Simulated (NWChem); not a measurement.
System: THF (C4H8O); SMILES C1CCCO1

Here is an NWChem input.

```
start job
memory heap 200 mb stack 900 mb global 1100 mb
geometry units angstroms
  C     -0.117377     1.267039    -0.207244
  C      1.048958     0.568857     0.488062
  C      0.855077    -0.874629     0.023365
  O     -0.540088    -1.061173    -0.165499
  C     -1.201449     0.192024    -0.127776
  H     -0.417101     2.192989     0.277782
  H      0.134008     1.474515    -1.248109
  H      2.020601     0.967080     0.205582
  H      0.936880     0.635919     1.570921
  H      1.211076    -1.611254     0.748773
  H      1.368773    -1.048292    -0.932808
  H     -1.762094     0.273162     0.814244
  H     -1.910044     0.233776    -0.959472
end
basis spherical
  * library def2-svp
end
dft
  xc pbe0
  iterations 150
end
driver
  maxiter 120
end
task dft optimize
```

Not confirmed as a minimum by frequencies.

The level has its own optimisation. Brackets give each atom's bonded neighbours.

What results follow from this input? (PBE0/def2-SVP.) Quantities: r C–C [C(CCHH)–C(CCHH)] (Å); r C–C [C(CCHH)–C(CHHO)] (Å); r C–H [C(CCHH)–H(C)] (Å); r C–O (Å); dipole (D).


| Property | Result |
|---|---|
| r C–C [C(CCHH)–C(CCHH)] (Å) | 1.525 |
| r C–C [C(CCHH)–C(CHHO)] (Å) | 1.525 |
| r C–H [C(CCHH)–H(C)] (Å) | 1.101 |
| r C–O (Å) | 1.412 |
| dipole (D) | 1.76 |
